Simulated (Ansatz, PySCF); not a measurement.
This Ansatz (an electronic-structure program) input computes a CAM-B3LYP/def2-TZVPD energy:

Ansatz 0.2 input:
```yaml
crystal:
  periodic: [false, false, false]
  atoms:
    - {symbol: C, position_ang: [1.45956761, -1.45650465, 0.07101688]}
    - {symbol: Si, position_ang: [-0.00121101, -0.36071927, 0.04075763]}
    - {symbol: C, position_ang: [-1.60871903, -1.25853019, 0.24470048]}
    - {symbol: Cl, position_ang: [0.19005181, 1.04699812, 1.54628858]}
    - {symbol: Cl, position_ang: [-0.02060841, 0.67510848, -1.75132435]}
    - {symbol: H, position_ang: [1.37566918, -2.52986106, 0.19742474]}
    - {symbol: H, position_ang: [2.46863238, -1.07715201, -0.03622650]}
    - {symbol: H, position_ang: [-2.44384894, -0.55821609, 0.21907257]}
    - {symbol: H, position_ang: [-1.62834065, -1.78589833, 1.20031408]}
    - {symbol: H, position_ang: [-1.74078699, -1.98440580, -0.55988772]}
basis:
  gaussian:
    orbitals: def2-TZVPD
hamiltonian:
  xc: {name: CAM-B3LYP}
magnetization: {spin_polarized: true, initial_magnetization: 1}
output: {forces: true}
```

Write an input for the same energy in PySCF and say what it gives.


```python
from pyscf import gto, scf, dft

mol = gto.M(
    atom='''
    C     1.45956761   -1.45650465    0.07101688
    Si   -0.00121101   -0.36071927    0.04075763
    C    -1.60871903   -1.25853019    0.24470048
    Cl    0.19005181    1.04699812    1.54628858
    Cl   -0.02060841    0.67510848   -1.75132435
    H     1.37566918   -2.52986106    0.19742474
    H     2.46863238   -1.07715201   -0.03622650
    H    -2.44384894   -0.55821609    0.21907257
    H    -1.62834065   -1.78589833    1.20031408
    H    -1.74078699   -1.98440580   -0.55988772
    ''',
    basis='def2-tzvpd',
    charge=0,
    spin=1,
    verbose=4,
)

mf = dft.UKS(mol, xc='camb3lyp').density_fit(auxbasis='def2-universal-jkfit')
mf.grids.level = 3
mf.conv_tol = 1e-9
mf.max_cycle = 100
mf.max_memory = 1500
mf.kernel()
if not mf.converged:
    mf = mf.newton()
    mf.kernel(mf.make_rdm1())
for _ in range(2):
    mo, _, stable, _ = mf.stability(return_status=True)
    if stable:
        break
    mf.kernel(mf.make_rdm1(mo, mf.mo_occ))
mf.analyze()
```
It gives -1289.24139 Eh, and Ansatz -1289.24130 Eh, a difference of 0.09 mEh, from the treatment of integrals and grids.

It need not be the lowest isomer of its formula.
